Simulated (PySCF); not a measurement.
**Telling isomers of C6H12N2 apart by NMR**

In vacuum, non-relativistic, averaged over atoms made equivalent by symmetry, fast rotation or ring inversion, a single conformation. Geometry: GFN2-xTB; shieldings: GIAO PBE0/pcSseg-1; PySCF.

Scale: TMS for $^{1}$H (31.72 ppm) and $^{13}$C (186.93 ppm) (reference shieldings calculated alike). Where no couplings were computed, multiplicities follow the n + 1 count of equivalent neighbours, and m marks all less simple cases (inequivalent or close neighbours, rings, F or P nearby). Shifts are as computed. Against solution values, carbons near 30 ppm lie about +3 ppm off and those near 130 ppm about +5 ppm. Of 1211 compounds with measured shifts, 218 miss one by over three times the rms of a fit or turn the order of signals round; such compounds aren't used in these exercises.

(1) Tabulate the signals of `C=N/N=C(\C)C(C)C`, `C/C=N/N=C(/C)CC` and their relative energies.

(2) What is the quickest way to tell C=N/N=C(\C)C(C)C from C/C=N/N=C(/C)CC?

## Answers

(1) 
```json
{"SMILES": "C=N/N=C(\\C)C(C)C", "carbon types": "1×C 1×CH 1×CH2 3×CH3", "δC": "140.8, 118.8, 42.2, 22.1, 10.9", "δH": "6.21 (m, 1H), 6.13 (m, 1H), 2.54 (sept, 1H), 1.61 (s, 3H), 1.12 (d, 6H)", "E rel. (kcal/mol)": "5.4"}
{"SMILES": "C/C=N/N=C(/C)CC", "carbon types": "1×C 1×CH 1×CH2 3×CH3", "δC": "140.3, 129.0, 24.8, 24.7, 24.0, 12.3", "δH": "6.40 (q, 1H), 2.09 (d, 3H), 2.00 (q, 2H), 1.99 (s, 3H), 1.05 (t, 3H)", "E rel. (kcal/mol)": "0.0"}
```

Energies are electronic energies at PBE0/pcSseg-1 on these geometries, without zero-point or thermal terms, each for the one conformer computed, which needn't be the lowest.

(2) Count the carbon signals: 5 against 6. The first has a C=N carbon (CH2) at 118.8 ppm, the second a C=N carbon (CH) at 129.0 ppm. Their most deshielded carbons lie at 140.8 and 140.3 ppm.
